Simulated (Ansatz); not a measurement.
Ansatz (a first-principles code) input for 2,2,2-trifluoroethanol (C₂H₃F₃O), SMILES OCC(F)(F)F, PBE/def2-SVPD. Coordinates come from a B3LYP-D3(BJ)/def2-SVP optimisation. One conformer was computed; it need not be the lowest.

Ansatz 0.2 input:
```yaml
crystal:
  periodic: [false, false, false]
  atoms:
    - {symbol: O, position_ang: [-1.97964325, -0.02103936, 0.28254954]}
    - {symbol: C, position_ang: [-0.81608697, 0.73360637, 0.44596080]}
    - {symbol: C, position_ang: [0.41855923, -0.01190927, -0.03431522]}
    - {symbol: F, position_ang: [0.27005227, -0.36923109, -1.32937622]}
    - {symbol: F, position_ang: [1.50896392, 0.76528224, 0.05422712]}
    - {symbol: F, position_ang: [0.64673218, -1.12889929, 0.66403806]}
    - {symbol: H, position_ang: [-2.08573948, -0.21122364, -0.66002009]}
    - {symbol: H, position_ang: [-0.68915184, 0.94167336, 1.51876873]}
    - {symbol: H, position_ang: [-0.83453152, 1.70331594, -0.08901921]}
basis:
  gaussian:
    orbitals: def2-SVPD
hamiltonian:
  xc: {name: PBE}
```

It prints:

```
WARN ansatz: RAYON_NUM_THREADS=1 ignored (pool sized by the plan → 1); use --threads N
Functional definition: PBE
integrals: 0.08 GiB planned
1270 factors; their error is unknown
mean field: 0.59 GiB planned
mean field evaluation 1: about -12293.3031 eV, gradient 6.2e1 eV
mean field evaluation 2: about -12275.6352 eV, gradient 1.2e2 eV
mean field evaluation 4: about -12299.9611 eV, gradient 5.9e0 eV
mean field evaluation 8: about -12300.0175 eV, gradient 1.5e-1 eV
mean field evaluation 16: about -12299.9424 eV, gradient 1.6e-4 eV
mean field -12299.94238955 eV, -452.0145456154 hartree, gradient 4.6e-5 eV, S^2 0.000000; 0 other end points of the search recorded, 0 dependent functions left out
reference -12299.94243608 eV, -452.0145473256 hartree; 25, 25 occupied and 131, 131 virtual orbitals, 1270 factors
Total energy: -12299.94243608 eV, -452.0145473256 hartree
```

Self-consistency was reached.

Cost: around 2.4 core-seconds (rough).
